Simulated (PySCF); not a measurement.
Two species compared at the same levels of theory.

First species: 1-allylimidazole, C6H8N2.
SMILES: `C=CCn1ccnc1`

Second species: C₄H₄F₃PS.
Numbering: `[F:1][C:2]([F:3])([F:4])[CH2:5][P:6]1(=[S:7])[CH:8]=[CH:9]1` (hydrogens: H10, H11 on C5; H12 on C8; H13 on C9)

Structure used (GFN2-xTB), in Å, numbered top down from 1:
```xyz
13
C4H4F3PS angstrom
F     -2.692    1.099    0.273
C     -1.747    0.400   -0.373
F     -1.066    1.285   -1.123
F     -2.379   -0.417   -1.212
C     -0.821   -0.328    0.574
P      0.749   -0.650   -0.376
S      0.696   -1.900   -1.850
C      1.881    0.722   -0.084
C      2.128   -0.300    0.742
H     -1.282   -1.270    0.879
H     -0.622    0.300    1.443
H      2.293    1.666   -0.378
H      2.858   -0.606    1.464
```

Levels: CAM-B3LYP/def2-SVPD for dipole moment, HOMO energy, LUMO energy, HOMO–LUMO gap, static isotropic polarisability and electronic spatial extent ⟨r²⟩ about the centre of nuclear charge; TDDFT CAM-B3LYP/def2-SVPD for lowest singlet excitation; TDA CAM-B3LYP/def2-SVPD for lowest triplet excitation (Tamm–Dancoff); GFN2-xTB for rotational constant A and rotational constant C. Geometries: GFN2-xTB. Each structure is a single optimised conformer of the isolated species, non-relativistic unless stated; the electronic structure was computed with PySCF and density fitting.

Dipoles, sizes and rotational constants follow the conformer. The torsions of the flexible species, by atom-mapped SMILES:
- `[CH2:1]=[CH:2][CH2:3][n:4]1[cH:5][cH:6][n:7][cH:8]1`: C1–C2–C3–N4 -124°, C2–C3–N4–C5 -95°
- `[F:1][C:2]([F:3])([F:4])[CH2:5][P:6]1(=[S:7])[CH:8]=[CH:9]1`: F1–C2–C5–P6 -158°, C2–C5–P6–S7 -68°

```
                                                         property    column X    column Y
                                                    dipole moment      4.13 D      5.00 D
                                                      HOMO energy    -7.89 eV    -8.04 eV
                                                      LUMO energy     0.82 eV    -0.21 eV
                                                    HOMO–LUMO gap     8.71 eV     7.83 eV
                                        lowest singlet excitation     6.17 eV     4.56 eV
                         lowest triplet excitation (Tamm–Dancoff)     4.50 eV     4.15 eV
                                  static isotropic polarisability     81.5 au     91.8 au
electronic spatial extent ⟨r²⟩ about the centre of nuclear charge  1041 bohr²  1541 bohr²
                                            rotational constant A   5.876 GHz   1.868 GHz
                                            rotational constant C   1.164 GHz   0.718 GHz
```

Question: Which column belongs to which species?

Answer: Column X is the first species and column Y the second. The first has 16 atoms and 58 electrons, the second 13 and 86.

Question: How does each property change from the first species to the second?

Answer: dipole moment +0.87 D; HOMO energy -0.15 eV; LUMO energy -1.03 eV; HOMO–LUMO gap -0.88 eV; lowest singlet excitation -1.61 eV; lowest triplet excitation (Tamm–Dancoff) -0.35 eV; static isotropic polarisability +10.3 au; electronic spatial extent ⟨r²⟩ about the centre of nuclear charge +500 bohr²; rotational constant A -4.008 GHz; rotational constant C -0.446 GHz.

On the first: In atomic units the dipole is 1.62 e·bohr (1 au = 2.5417 D). The polarisability is 12.07 Å³ as a volume (1 au = 0.148185 Å³), or 1.40 au for each of the 58 electrons.

On the second: The vertical singlet–triplet gap S1 − T1 is 0.41 eV (TDDFT singlet less Tamm–Dancoff triplet; S1: HOMO→LUMO, weight 0.92; T1: HOMO→LUMO, weight 0.87). The dipole matches unit charges of opposite sign 1.04 Å apart (1 e·Å = 4.8032 D).
